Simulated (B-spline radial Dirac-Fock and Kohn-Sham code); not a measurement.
## Photoemission from Ni at 4000 eV, detector at θ = 54.7°, φ = 0°

System: neutral nickel, [Ar] 3d8 4s2. The computed values come from a B-spline atomic structure program: Dirac-Hartree-Slater photoionisation with a Latter tail; cross sections with all multipoles, angular parameters from the dipole term and its interference with E2. Thresholds are tabulated edges, those marked * orbital energies of the model. For linearly polarised light dσ/dΩ = σ/(4π) [1 + β P₂(cos θ) + (δ + γ cos²θ) sin θ cos φ], with θ from the polarisation vector and φ the angle between the beam and the projection of the electron momentum on the plane normal to the polarisation. The dipole factor is 1 + βP₂ and the non-dipole term is the rest of the bracket. Open shells are filled statistically over j.

```tsv
subshell	threshold (eV)	σ (kb)	β	γ	δ	dipole factor	non-dipole term	dσ/dΩ (kb/sr)
2s	1008.6	10.8	2.00	0.32	0.000	1.002	+0.088	0.940
2p1/2	870.0	5.83	1.24	0.91	0.072	1.001	+0.308	0.607
2p3/2	852.7	11.0	1.25	0.93	0.071	1.001	+0.311	1.15
3s	110.8	1.60	2.00	0.47	0.000	1.002	+0.129	0.144
3p1/2	68.00	0.698	1.17	0.93	0.070	1.001	+0.311	0.0729
3p3/2	66.20	1.31	1.18	0.94	0.070	1.001	+0.314	0.137
3d3/2	14.07*	0.0510	0.58	0.88	0.248	1.001	+0.443	0.00586
3d5/2	13.80*	0.0737	0.58	0.88	0.251	1.001	+0.444	0.00847
4s	7.76*	0.0934	2.00	0.49	0.000	1.002	+0.134	0.00845
```
